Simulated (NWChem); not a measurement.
# SiH₂OF₂; SMILES O[SiH](F)F

```xyz
6

Si     0.0005     0.0088    -0.3430
O      0.0134     1.5505     0.1897
F      1.2714    -0.8039     0.2202
F     -1.2850    -0.7813     0.2196
H      0.0014     0.0109    -1.8100
H      0.0070     1.7281     1.1353
```
Atoms are numbered in this order, from 1.

Structure relaxed at the PBE0/def2-SVP level.

Q: List the 4 lowest vertical singlet excitations from PBE/aug-cc-pVDZ, full TDDFT (NWChem).

A: 
```json
[
 {"state": "S1", "energy (eV)": "7.63", "oscillator strength": "0.029", "leading excitation (squared amplitude)": "HOMO → LUMO (0.99)"},
 {"state": "S2", "energy (eV)": "8.33", "oscillator strength": "0.039", "leading excitation (squared amplitude)": "HOMO−1 → LUMO (0.91)"},
 {"state": "S3", "energy (eV)": "8.40", "oscillator strength": "0.001", "leading excitation (squared amplitude)": "HOMO → LUMO+1 (0.99)"},
 {"state": "S4", "energy (eV)": "8.54", "oscillator strength": "0.056", "leading excitation (squared amplitude)": "HOMO−2 → LUMO (0.95)"}
]
```
